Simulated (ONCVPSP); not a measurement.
## What one change does to a pseudopotential (nitrogen (N), ONCV)

ONCVPSP 4.0.1 input, shortened (lines: element, Z, core and valence counts, functional; n l f; lmax; l rc ep ncon nbas qcut; lloc lpopt rc5 dvloc0; l nproj debl; icmod fcfact rcfact), revPBE, scalar-relativistic:

```
  N 7.00    1    2  -102130      upf
    1    0    2.00
    2    0    2.00
    2    1    1.00
    1
    0    0.85    0.00    4    7    7.10
    1    2.05    0.00    4    9    6.70
    4    5    0.75    6.00
    0    2    1.30
    1    3    3.00
    0    0.00    0.00
```

In the s channel the program set the typed energies aside and used -1.809, 0.250 Ha.

All-electron outer shells of the reference configuration (revPBE, scalar-relativistic, ld1.x):

| shell | level (eV) | outermost node (bohr) | outermost maximum (bohr) |
| --- | --- | --- | --- |
| 1s | -424.13 | – | 0.15 |
| 2s | -49.21 | 0.32 | 0.96 |
| 2p | -37.43 | – | 0.86 |

Change: p: rc 1.72.

Cutoffs: the cutoffs (Ha) at which the residual kinetic energy of the hardest occupied pseudo-wave falls to 1 and 0.1 mHa per electron; they do not see the model core or the augmentation charge, which bear on the density cutoff. Errors are all-electron minus pseudo energies relative to the spin-unpolarised reference configuration.

**Question.** Predict the effect on cutoff, ghosts and configuration errors.

**Answer.** The potential gets neither clearly harder nor softer (50 Ha and 133 Ha → 50 Ha and 133 Ha); of the 4 tests that both files solve, the error grows in 0 and shrinks in 4 by more than 15 % and 0.3 meV (median size 527.9 → 340.1 meV); neither file shows a bound ghost. Less of the atom is replaced, so other configurations are described better.

```tsv
quantity	base	changed
cutoff, loose	50 Ha	50 Ha
cutoff, tight	133 Ha	133 Ha
loose cutoff by channel	s 50 Ha, p 16 Ha	s 50 Ha, p 19 Ha
bound ghosts	none	none
GHOST(+) flags under 300 eV	none	none
error for 2s2 2p3, meV [ΔE -42.32 eV]	+571	+343
error for 2s2 2p2, meV [ΔE -28.79 eV]	+233	+146
error for 2s2 2p0, meV [ΔE 46.97 eV]	+484	+337
error for 2s1 2p0, meV [ΔE 124.82 eV]	+1113	+792
s: phases at 0.86 bohr within 0.05 rad from the reference energy up to (Ha; the scan ends near 5)	to the end of the scan	to the end of the scan
```
